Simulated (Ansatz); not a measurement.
Two structures of BH4SeO2F, closed shell, reached by relaxing down either side of one saddle point (PBE0-D4/def2-TZVP). Energies are electronic, without zero-point energy. Ansatz 0.2.0; basis: def2-TZVPP and def2-QZVPP; cores frozen in the correlated methods. Filled d shells of the heavier atoms are correlated. The def2 sets are not built for correlating such inner shells, so the correlated values are less sure here. Extrapolation: Hartree–Fock as exp(−7.88 √X), correlation as X^−2.97. First:

| atom | x (Å) | y (Å) | z (Å) |
| --- | --- | --- | --- |
| B1 | 0.9059 | 0.2428 | -0.4143 |
| F2 | 1.2628 | -0.9402 | 0.0895 |
| O3 | 0.2135 | 0.2452 | -1.5788 |
| O4 | 1.2581 | 1.3995 | 0.2042 |
| H5 | -1.2451 | -1.8040 | 1.5097 |
| Se6 | -2.1512 | -0.6834 | 1.2367 |
| H7 | 0.0055 | 1.1350 | -1.8729 |
| H8 | 1.7176 | 1.2590 | 1.0349 |
| H9 | -1.9671 | -0.8540 | -0.2090 |

Second:

```
9
angstrom
B -0.1182 0.6353 -0.3845
F 1.2594 -1.5977 1.6025
O -0.5407 1.1977 -1.5387
O 1.1468 0.7900 0.0586
H 0.3681 -1.6721 1.3073
Se -1.4552 -0.4012 0.6784
H 0.1745 1.6492 -1.9996
H 1.4111 0.1897 0.7681
H -2.2458 -0.7910 -0.4921
```

(1) Which bonds change from the first to the second?

(2) Give the saddle point's structure and its height above each. (An estimate is asked for; the value comes from the calculation.)

T1 diagnostic: at most 0.012.

Answers

(1) BH₂O₂F ([OH][B]([OH])[F]) + H₂Se → BH₃SeO₂ ([OH][B]([OH])[SeH]) + HF; bonds formed: B1–Se6, F2–H5; bonds broken: B1–F2, H5–Se6.

(2) By the calculation: 1.911 eV above the first and 1.197 eV above the second (CCSD(T) at an estimated basis limit (MP2 extrapolated from triple and quadruple zeta, plus CCSD(T) − MP2 in triple zeta)).
```
9
angstrom
B 0.2718 0.2319 -0.1734
F 0.8718 -1.2285 0.2572
O -0.0421 0.2141 -1.5006
O 1.0588 1.2269 0.3417
H -0.1223 -1.3346 0.8054
Se -1.5237 -0.2932 1.0707
H 0.3901 0.9288 -1.9750
H 1.3254 1.1181 1.2548
H -2.2300 -0.8636 -0.0809
```

Labels in which every atom is bracketed show which atoms are joined, not bond orders.

For scale, one of the runs: CCSD(T)/def2-TZVPP, 228 basis functions, launched by `ansatz run in.yaml --threads 8 --pin off --events-out ev --progress --plain --max-ram 19148MiB`. Hardware: 8 CPU threads of a Oxide Virtual Turin-like, shared host. Wall time 76 s; peak host memory 4.4 GiB.
